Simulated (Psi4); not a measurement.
Na$_{2}$, charge +1, doublet, geometry from GFN2-xTB (such geometries of metal compounds can be far from the true shape) (a state made from the parent by changing its charge; the spin is typed, not shown lowest); REVPBE/aug-cc-pVDZ run with Psi4.

Psi4 was given this input:
```
memory 2 GB

molecule {
1 2
  Na   -0.00000000   -0.00000000   -1.65064203
  Na    0.00000000    0.00000000    1.65064203
}

set basis aug-cc-pvdz
set reference uks

energy('revpbe')
print_variables()
```

Output, abridged:

```
   => Loading Basis Set <=

    Name: AUG-CC-PVDZ
    Role: ORBITAL
    Keyword: BASIS

         ---------------------------------------------------------
                                   SCF
               by Justin Turney, Rob Parrish, Andy Simmonett
                          and Daniel G. A. Smith
                              UKS Reference
         ---------------------------------------------------------

  ==> Geometry <==

    Molecular point group: d2h
    Full point group: D_inf_h

    Geometry (in Angstrom), charge = 1, multiplicity = 2:

       Center              X                  Y                   Z               Mass
    ------------   -----------------  -----------------  -----------------  -----------------
         NA           0.000000000000     0.000000000000    -1.650642030000    22.989769282000
         NA           0.000000000000     0.000000000000     1.650642030000    22.989769282000

  Running in d2h symmetry.

  Rotational constants: A = ************  B =      0.13456  C =      0.13456 [cm^-1]
  Rotational constants: A = ************  B =   4034.10123  C =   4034.10123 [MHz]
  Nuclear repulsion =   19.395617380186909

  Charge       = 1
  Multiplicity = 2
  Electrons    = 21
  Nalpha       = 11
  Nbeta        = 10

  ==> Algorithm <==

  SCF Algorithm Type is DF.
  DIIS enabled.
  MOM disabled.
  Fractional occupation disabled.
  Guess Type is SAD.
  Energy threshold   = 1.00e-06
  Density threshold  = 1.00e-06
  Integral threshold = 1.00e-12

  ==> Primary Basis <==

  Basis Set: AUG-CC-PVDZ
    Blend: AUG-CC-PVDZ
    Number of shells: 22
    Number of basis functions: 54
    Number of Cartesian functions: 58
    Spherical Harmonics?: true
    Max angular momentum: 2

  ==> DFT Potential <==

   => LibXC <=

    Version 7.1.2
    S. Lehtola, C. Steigemann, M. J. T. Oliveira, and M. A. L. Marques,  SoftwareX 7, 1–5 (2018) (10.1016/j.softx.2017.11.002)

   => Composite Functional: REVPBE <=

    revPBE GGA Exchange-Correlation Functional

    Y. Zhang and W. Yang, Phys. Rev. Lett. 80, 890, 1998

    Deriv               =              1
    GGA                 =           TRUE
    Meta                =          FALSE

    Exchange Hybrid     =          FALSE
    MP2 Hybrid          =          FALSE

   => Exchange Functionals <=

    1.0000   XC_GGA_X_PBE_R

   => Correlation Functionals <=

    1.0000     XC_GGA_C_PBE

   => LibXC Density Thresholds  <==

    XC_GGA_C_PBE:  1.00E-12
    XC_GGA_X_PBE_R:  1.00E-15

   => Molecular Quadrature <=

    Radial Scheme          =       TREUTLER
    Pruning Scheme         =           NONE
    Nuclear Scheme         =       TREUTLER

    Blocking Scheme        =         OCTREE
    BS radius alpha        =              1
    Pruning alpha          =              1
    Radial Points          =             75
    Spherical Points       =            302
    Total Points           =          45234
    Total Blocks           =            512
    Max Points             =            254
    Max Functions          =             54
    Weights Tolerance      =       1.00E-15

   => Loading Basis Set <=

    Name: (AUG-CC-PVDZ AUX)
    Role: JKFIT
    Keyword: DF_BASIS_SCF

  ==> Integral Setup <==

  SCF_SUBTYPE=INCORE selected. In-core MEM_DF algorithm will be used.
  Using in-core AOs.

  ==> MemDFJK: Density-Fitted J/K Matrices <==

    J tasked:                   Yes
    K tasked:                    No
    wK tasked:                   No
    Algorithm:                 Core
    Schwarz Cutoff:           1E-12
    Mask sparsity (%):       0.0000
    Fitting Condition:        1E-10

   => Auxiliary Basis Set <=

  Basis Set: (AUG-CC-PVDZ AUX)
    Blend: DEF2-UNIVERSAL-JKFIT
    Number of shells: 68
    Number of basis functions: 224
    Number of Cartesian functions: 274
    Spherical Harmonics?: true
    Max angular momentum: 4

  Minimum eigenvalue in the overlap matrix is 2.3708911644E-03.
  Reciprocal condition number of the overlap matrix is 4.7914428507E-04.
    Using symmetric orthogonalization.

  ==> Pre-Iterations <==

  SCF Guess: Superposition of Atomic Densities via on-the-fly atomic UHF (no occupation information).

   -------------------------
    Irrep   Nso     Nmo
   -------------------------
     Ag        13      13
     B1g        2       2
     B2g        6       6
     B3g        6       6
     Au         2       2
     B1u       13      13
     B2u        6       6
     B3u        6       6
   -------------------------
    Total      54      54
   -------------------------

  ==> Iterations <==

                           Total Energy        Delta E     RMS |[F,P]|

   @DF-UKS iter SAD:  -324.33350898690077   -3.24334e+02   0.00000e+00
   @DF-UKS iter   1:  -324.31482139907502    1.86876e-02   5.65729e-04 DIIS/ADIIS
   @DF-UKS iter   2:  -324.31511602128415   -2.94622e-04   5.52943e-05 DIIS
   @DF-UKS iter   3:  -324.31511874609362   -2.72481e-06   7.72006e-06 DIIS
   @DF-UKS iter   4:  -324.31511879829685   -5.22032e-08   7.99304e-07 DIIS
  Energy and wave function converged.

  ==> Post-Iterations <==

   Electrons on quadrature grid:
      Nalpha   =   10.9999992286 ; deviation = -7.714e-07
      Nbeta    =    9.9999991480 ; deviation = -8.520e-07
      Ntotal   =   20.9999983766 ; deviation = -1.623e-06

   @Spin Contamination Metric:   6.513354794E-06
   @S^2 Expected:                7.500000000E-01
   @S^2 Observed:                7.500065134E-01
   @S   Expected:                5.000000000E-01
   @S   Observed:                5.000000000E-01

    Orbital Energies [Eh]
    ---------------------

    Alpha Occupied:

       1Ag   -38.145613     1B1u  -38.145611     2Ag    -2.266433
       2B1u   -2.266412     3Ag    -1.238566     1B2u   -1.238296
       1B3u   -1.238296     1B3g   -1.238196     1B2g   -1.238196
       3B1u   -1.237515     4Ag    -0.293504

    Alpha Virtual:

       4B1u   -0.208880     2B2u   -0.181635     2B3u   -0.181635
       5Ag    -0.157916     2B3g   -0.118539     2B2g   -0.118539
       6Ag    -0.095758     5B1u   -0.080596     7Ag    -0.074596
       1B1g   -0.074596     3B2u   -0.073182     3B3u   -0.073182
       8Ag    -0.059556     6B1u   -0.053966     3B2g   -0.044938
       3B3g   -0.044938     4B2u   -0.042527     4B3u   -0.042527
       7B1u   -0.034092     9Ag    -0.031503     5B2u   -0.022041
       5B3u   -0.022041     1Au    -0.021133     8B1u   -0.021133
      10Ag    -0.014156     4B3g   -0.005832     4B2g   -0.005832
       9B1u    0.007544    10B1u    0.040916     5B2g    0.041115
       5B3g    0.041115    11Ag     0.078756     6B2u    0.102642
       6B3u    0.102642    12Ag     0.119278     2B1g    0.119280
      11B1u    0.128595    12B1u    0.158875     2Au     0.158876
      13Ag     0.169468     6B2g    0.217106     6B3g    0.217106
      13B1u    0.292621

    Beta Occupied:

       1Ag   -38.144949     1B1u  -38.144948     2Ag    -2.264889
       2B1u   -2.264871     1B2u   -1.236646     1B3u   -1.236646
       1B3g   -1.236557     1B2g   -1.236557     3Ag    -1.236488
       3B1u   -1.235501

    Beta Virtual:

       4Ag    -0.252718     4B1u   -0.187036     2B2u   -0.134809
       2B3u   -0.134809     5Ag    -0.125901     2B3g   -0.089213
       2B2g   -0.089213     6Ag    -0.070815     5B1u   -0.063831
       3B2u   -0.055783     3B3u   -0.055783     7Ag    -0.049522
       3B2g   -0.040692     3B3g   -0.040692     6B1u   -0.037047
       7B1u   -0.029795     8Ag    -0.027967     1B1g   -0.027940
       9Ag    -0.016160     4B2u   -0.015215     4B3u   -0.015215
      10Ag     0.000406     5B2u    0.004973     5B3u    0.004973
       4B3g    0.008778     4B2g    0.008778     1Au     0.016324
       8B1u    0.016334     9B1u    0.022739    10B1u    0.058280
       5B2g    0.074252     5B3g    0.074252    11Ag     0.107086
       6B2u    0.136272     6B3u    0.136272    12Ag     0.150410
       2B1g    0.150450    11B1u    0.151238     2Au     0.184326
      12B1u    0.184336    13Ag     0.200742     6B2g    0.242175
       6B3g    0.242175    13B1u    0.313657

    Final Occupation by Irrep:
             Ag   B1g   B2g   B3g    Au   B1u   B2u   B3u
    DOCC [     3,    0,    1,    1,    0,    3,    1,    1 ]
    SOCC [     1,    0,    0,    0,    0,    0,    0,    0 ]
    NA   [     4,    0,    1,    1,    0,    3,    1,    1 ]
    NB   [     3,    0,    1,    1,    0,    3,    1,    1 ]

  @DF-UKS Final Energy:  -324.31511879829685

   => Energetics <=

    Nuclear Repulsion Energy =             19.3956173801869092
    One-Electron Energy =                -490.1202800333793448
    Two-Electron Energy =                 175.0496401949446295
    DFT Exchange-Correlation Energy =     -28.6400963400490589
    Empirical Dispersion Energy =           0.0000000000000000
    VV10 Nonlocal Energy =                  0.0000000000000000
    Total Energy =                       -324.3151187982968509

  UHF NO Occupations:
  HONO-2 :    1B3u 1.9999993
  HONO-1 :    3 Ag 1.9999990
  HONO-0 :    4 Ag 1.0000000
  LUNO+0 :    5 Ag 0.0000010
  LUNO+1 :    2B2u 0.0000007
  LUNO+2 :    2B3u 0.0000007
  LUNO+3 :    2B2g 0.0000003

Computation Completed

Properties will be evaluated at   0.000000,   0.000000,   0.000000 [a0]

Properties computed using the SCF density matrix

 Multipole Moments:

 ------------------------------------------------------------------------------------
     Multipole            Electronic (a.u.)      Nuclear  (a.u.)        Total (a.u.)
 ------------------------------------------------------------------------------------

 L = 1.  Multiply by 2.5417464519 to convert [e a0] to [Debye]
 Dipole X            :          0.0000000            0.0000000            0.0000000
 Dipole Y            :          0.0000000            0.0000000            0.0000000
 Dipole Z            :          0.0000000            0.0000000            0.0000000
 Magnitude           :                                                    0.0000000

 ------------------------------------------------------------------------------------

  Variable Map:
  ----------------------------------------------------------------------------
  "CURRENT ENERGY"              =>    -324.315118798297
  "CURRENT REFERENCE ENERGY"    =>    -324.315118798297
  "DD SOLVATION ENERGY"         =>       0.000000000000
  "DFT FUNCTIONAL TOTAL ENERGY" =>    -324.315118798297
  "DFT TOTAL ENERGY"            =>    -324.315118798297
  "DFT VV10 ENERGY"             =>       0.000000000000
  "DFT XC ENERGY"               =>     -28.640096340049
  "GRID ELECTRONS ALPHA"        =>      10.999999228567
  "GRID ELECTRONS BETA"         =>       9.999999148038
  "GRID ELECTRONS TOTAL"        =>      20.999998376605
  "NUCLEAR REPULSION ENERGY"    =>      19.395617380187
  "ONE-ELECTRON ENERGY"         =>    -490.120280033379
  "PCM POLARIZATION ENERGY"     =>       0.000000000000
  "PE ENERGY"                   =>       0.000000000000
  "SCF ITERATION ENERGY"        =>    -324.315118798297
  "SCF ITERATIONS"              =>       4.000000000000
  "SCF TOTAL ENERGY"            =>    -324.315118798297
  "TWO-ELECTRON ENERGY"         =>     175.049640194945
  "XC GRID RADIAL POINTS"       =>      75.000000000000
  "XC GRID SPHERICAL POINTS"    =>     302.000000000000
  "XC GRID TOTAL POINTS"        =>   45234.000000000000

  Array Variable Map:
  ----------------------------------------------------------------------------
  "CURRENT DIPOLE"              =>       0.000000000000 ... 0.000000000000 1 by 3
  "SCF DIPOLE"                  =>       0.000000000000 ... 0.000000000000 1 by 3
  "SCF TOTAL ENERGIES"          =>    -324.333508986901 ... -324.315118798297 1 by 5
```
